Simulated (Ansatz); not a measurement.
Species: TiF3, charge 0, multiplicity 2. The spin state was set by rule; other spins were not relaxed. 
Geometry from a B3LYP-D3(BJ)/def2-TZVP (Ansatz, an electronic-structure program) optimisation:
```xyz
4

Ti     0.0000     0.0000     0.0000
F     -1.5147    -0.9338     0.0282
F      0.0193     1.6440    -0.6812
F      1.4954    -0.7102     0.6530
```
Charge 0, spin multiplicity 2.

Wanted: atomisation energy (electronic, to ground-state atoms), in eV. Cores are frozen in the correlated levels unless marked. UHF or UKS for open shells. No spin-orbit coupling. The frozen core is the preceding noble-gas configuration, with the filled d and f shells of earlier blocks. Non-relativistic. The coupled-cluster limit lacks core correlation, which all-electron functionals hold. CBS marks a two-point X^-3 extrapolation of the correlation energy; Hartree-Fock from the larger set. [CCSD(T)-MP2]/basis is that difference in the basis named.

| level | program | atomisation energy (eV) |
|---|---|---|
| r2SCAN-D4/def2-TZVPD | Ansatz + dftd4 | 19.46 |

Q: Estimate the value at RI-MP2/CBS(def2-TZVPP,def2-QZVPP)+[CCSD(T)-MP2]/def2-TZVPP as computed with Ansatz.

A: 18.57 eV
